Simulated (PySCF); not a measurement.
Molecule: SMILES O=C1CC(=O)[C@H](CF)C1, C₆H₇FO₂.

Cartesian coordinates in Å; atom numbers follow the order of the lines, from 1:
```xyz
16

O    -1.7267   -1.3103   -1.8971
C    -1.1280   -0.7702   -1.0111
C    -1.5927    0.4396   -0.2342
C    -0.7145    0.5101    0.9833
O    -0.9458    1.0761    2.0134
C     0.5728   -0.2589    0.6759
C     1.6541    0.7594    0.2978
F     1.2913    1.4457   -0.8336
C     0.2228   -1.2055   -0.4705
H    -2.6585    0.4260   -0.0087
H    -1.3975    1.3284   -0.8441
H     0.9212   -0.7779    1.5711
H     1.7887    1.4996    1.0927
H     2.6043    0.2644    0.0740
H     0.1472   -2.2425   -0.1402
H     0.9537   -1.1751   -1.2800
```

Frames of a GFN2-xTB Langevin trajectory at 200 K; GIAO PBE0/pcSseg-1 shieldings in PySCF 2.14, gas phase, non-relativistic; equivalent atoms averaged within each frame.

Chemical shifts δ = σref − σ; H2O for 17O (σ = 336.08 ppm); 13C (σ = 186.93 ppm) and 1H (σ = 31.72 ppm) vs TMS; 19F (σ = 170.95 ppm) against CFCl3, all at this level. The references are static minima.

How do the shifts (ppm) fluctuate along the trajectory?

Answers


```tsv
time (fs)	O1	O5	C4	C2	C7	C6	C3	C9	F8	H13
250	657.6	647.5	214.9	213.9	97.8	60.1	50.0	46.2	-236.3	6.12
425	665.1	723.0	229.3	218.4	87.3	56.6	51.8	54.8	-266.1	4.43
625	711.1	670.2	223.4	222.7	90.0	51.6	59.1	47.8	-252.0	5.60
800	644.9	689.7	221.7	208.1	89.0	60.1	49.2	44.7	-254.1	5.19
1000	667.4	663.2	213.2	211.2	88.5	53.3	50.6	41.8	-259.3	5.35
mean of frames	669.2	678.7	220.5	214.9	90.5	56.4	52.1	47.1	-253.6	5.34
standard deviation	25.0	29.0	6.6	5.8	4.2	3.9	4.0	4.9	11.1	0.62
```

5 frames give an uncertainty of the mean of about the standard deviation over 2.2 at best, since frames this close in time may not be independent; classical motion lacks zero-point vibration, and the reference would need the same averaging.
